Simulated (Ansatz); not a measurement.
Total energies of C3H11NO3Ti (`CC(C)[NH][Ti]([OH])([OH])[OH]`).

Cartesian coordinates in Å:
```
C 1.310 -1.124 0.125
C -0.110 -1.236 -0.400
C -0.123 -1.450 -1.908
N -0.876 -0.057 -0.044
Ti -0.525 1.496 0.955
O -2.145 2.247 1.224
O 0.535 2.623 0.013
O 0.325 1.088 2.501
H 1.884 -2.017 -0.130
H 1.817 -0.261 -0.319
H 1.319 -1.006 1.210
H -0.571 -2.117 0.071
H 0.412 -2.365 -2.177
H 0.355 -0.607 -2.415
H -1.146 -1.536 -2.284
H -1.820 -0.099 -0.414
H -2.644 2.397 2.028
H 0.867 2.561 -0.882
H 1.135 1.464 2.847
```

Total charge 0; spin multiplicity 1. Correlated methods include outer-core shells of Ti, which these sets cover unevenly. Scalar relativity is left out up to krypton. All single points use the PBE0-D4/def2-TZVP geometry. It is one conformer, not always the lowest. Basis def2-TZVPP, Ansatz 0.2.0.

RPA on PBE orbitals: Hartree–Fock energy of these orbitals -1247.65992 Eh, correlation -3.00732 Eh (frozen core).

```tsv
functional	kind	energy without D4 (Eh)	D4 term (kJ/mol)
LDA (SPW92)	LDA	-1246.01217	–
B3LYP	global hybrid, 20 %	-1251.24201	-72.6
```

Task: Give the same for PBE, revPBE, BLYP, r2SCAN, B97M-V, PBE0, r2SCANh, r2SCAN0, HSE06 (plane-wave form), BHLYP, CAM-B3LYP, LC-ωPBE, ωB97X-V, ωB97M-V, B2PLYP, PBE-QIDH. (Estimate.)

Result: The calculation gave: 
```csv
functional,kind,energy without D4 (Eh),D4 term (kJ/mol)
PBE,GGA,-1250.53609,-45.9
revPBE,GGA,-1250.99347,-134.9
BLYP,GGA,-1251.13349,-98.1
r2SCAN,meta-GGA,-1250.98471,-12.5
B97M-V,meta-GGA with VV10,-1250.93092,–
PBE0,"global hybrid, 25 % exact exchange",-1250.55561,-39.3
r2SCANh,"meta-GGA hybrid, 10 %",-1250.94355,-13.2
r2SCAN0,"meta-GGA hybrid, 25 %",-1250.88552,-14.5
HSE06 (plane-wave form),screened hybrid,-1250.52699,-36.7
BHLYP,"global hybrid, 50 %",-1250.93918,-54.6
CAM-B3LYP,range-separated hybrid,-1251.07943,-39.9
LC-ωPBE,long-range corrected hybrid,-1250.78904,–
ωB97X-V,range-separated hybrid GGA with VV10,-1250.95663,–
ωB97M-V,range-separated hybrid meta-GGA with VV10,-1250.99044,–
B2PLYP,double hybrid,-1250.75311,–
PBE-QIDH,double hybrid,-1250.39031,–
```

B3LYP takes the VWN-RPA correlation (the form of Gaussian; ORCA's B3LYP/G). HSE06 is the plane-wave form, built on full-range PBE exchange. The double hybrids freeze the cores in their second-order part.

LC-ωPBE has ω = 0.4 bohr⁻¹.
